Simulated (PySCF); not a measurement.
C3H7FSi2, SMILES F[SiH2]C#C[SiH2]C.

Geometry optimised at B3LYP-D3(BJ)/def2-SVP. This is a generated structure with no PubChem entry under its InChIKey; it may be hypothetical.

Calculation: TDDFT-PBE/def2-SVPD run with PySCF.

Vertical excitations.  State labels are in the subgroup Cs.

Problem. Estimate the UV-visible absorptions. (An estimate is asked for; the answer gives what the named calculation found.)

Solution. 
| state | symmetry | energy (eV) | λ (nm) | f | main pairs |
|---|---|---|---|---|---|
| S1 | A" | 5.05 | 246 | 0.000 | HOMO→LUMO 99 % |
| S2 | A' | 5.44 | 228 | 0.020 | HOMO−1→LUMO 65 %, HOMO→LUMO+1 34 % |
| S3 | A" | 5.72 | 217 | 0.001 | HOMO−1→LUMO+1 99 % |
| S4 | A" | 6.39 | 194 | 0.004 | HOMO−2→LUMO 99 % |
| S5 | A' | 6.43 | 193 | 0.390 | HOMO−3→LUMO 60 %, HOMO→LUMO+1 25 %, HOMO−1→LUMO 9 % |
| S6 | A" | 6.64 | 187 | 0.000 | HOMO−4→LUMO 97 % |
| S7 | A" | 6.83 | 182 | 0.000 | HOMO→LUMO+2 97 % |
| S8 | A' | 6.85 | 181 | 0.408 | HOMO−4→LUMO+1 30 %, HOMO−3→LUMO 24 %, HOMO→LUMO+1 18 %, HOMO−1→LUMO 10 % |
| S9 | A" | 6.93 | 179 | 0.003 | HOMO−3→LUMO+1 95 % |
| S10 | A' | 6.98 | 178 | 0.045 | HOMO−5→LUMO 86 % |
| T1 | A' | 4.42 | 280 | 0 | HOMO−1→LUMO 72 %, HOMO→LUMO+1 23 % |
| T2 | A" | 4.66 | 266 | 0 | HOMO→LUMO 86 % |
| T3 | A' | 4.81 | 258 | 0 | HOMO→LUMO+1 74 %, HOMO−1→LUMO 24 % |
| T4 | A" | 5.41 | 229 | 0 | HOMO−1→LUMO+1 85 %, HOMO→LUMO 13 % |
Triplets are in the Tamm–Dancoff approximation, which puts them higher than full response would, so one can lie above its singlet here.
